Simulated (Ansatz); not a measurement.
Consider the formal exchange of groups at a B–O bond: `COB(C)OC` + `BCC#C` → `BB(C)OC` + `C#CCOC`.

Calculated with Ansatz (gas phase, PBE0-D4/def2-TZVP geometries, no zero-point term in ΔE). CBS: MP2 limit from def2 TZ/QZ plus the TZ coupled-cluster correction, frozen cores. DFT in def2-TZVPP. B3LYP here is the variant with VWN-RPA as its local correlation; programs differ in this. Each species was taken in one conformer, which may not be the lowest.

```tsv
level	ΔE (kcal/mol)	difference from CCSD(T)/CBS
PBE-D4	56.5	-3.4
r2SCAN-D4	59.7	-0.2
PBE0-D4	58.5	-1.4
B3LYP-D4	59.0	-0.9
ωB97X-V	58.5	-1.4
ωB97M-V	60.5	0.6
B2PLYP	59.7	-0.2
PBE	56.2	-3.7
r2SCAN	59.6	-0.3
PBE0	58.2	-1.7
B3LYP	58.5	-1.4
HF/def2-TZVPP	61.0	1.1
MP2/def2-TZVPP	61.7	1.8
SCS-MP2/def2-TZVPP	60.2	0.3
CCSD/def2-TZVPP	59.6	-0.3
CCSD(T)/def2-TZVPP	59.3	-0.6
HF/def2-QZVPP	61.1	1.2
MP2/def2-QZVPP	62.0	2.1
SCS-MP2/def2-QZVPP	60.6	0.7
HF/CBS(def2)	61.1	1.2
MP2/CBS(def2)	62.3	2.4
CCSD/CBS(def2)	60.2	0.3
CCSD(T)/CBS	59.9	0
```

Largest T1 diagnostic among the species: 0.013.

From PBE to PBE0 (25 % exact exchange), in def2-TZVPP and without D4, ΔE moves by +2.0 kcal/mol.
